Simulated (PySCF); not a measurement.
In(Cl)2(OAc) (C₂H₃Cl₂InO₂), SMILES CC(=O)[O][In]([Cl])[Cl].

Coordinates come from a PBE-D3(BJ)/def2-SVP optimisation. The def2 effective core potentials stand for the cores of In; spin–orbit coupling is left out. Other conformers were not sampled.

Two levels are set side by side: TDA-PBE/def2-SVPD (PySCF) and TDA-ωB97X/def2-SVPD (PySCF). Vertical, same geometry. The lowest singlet is HOMO−1→LUMO 98 % with PBE and HOMO→LUMO 92 % with the other functional; states are paired by order. Differences are taken from unrounded values.

```
quantity                              TDA-PBE
------------------------------------  -------
lowest singlet excitation (eV)           4.39
lowest triplet excitation (TDA) (eV)     3.94
```

Q: These are the TDA-PBE values. What does TDA-ωB97X give? (Estimate from the structure and the level; the computed values follow.)

A: 
| quantity | TDA-ωB97X | TDA-PBE minus TDA-ωB97X |
|---|---|---|
| lowest singlet excitation (eV) | 5.72 | -1.33 |
| lowest triplet excitation (TDA) (eV) | 5.24 | -1.30 |

Functionals without exact exchange tend to place singlet excitations lower, as here. Differences between two approximate levels are no errors against the true value.

Rough cost on one machine, each run with all the roots and properties that it gave: TDA-ωB97X against TDA-PBE about 6 times.
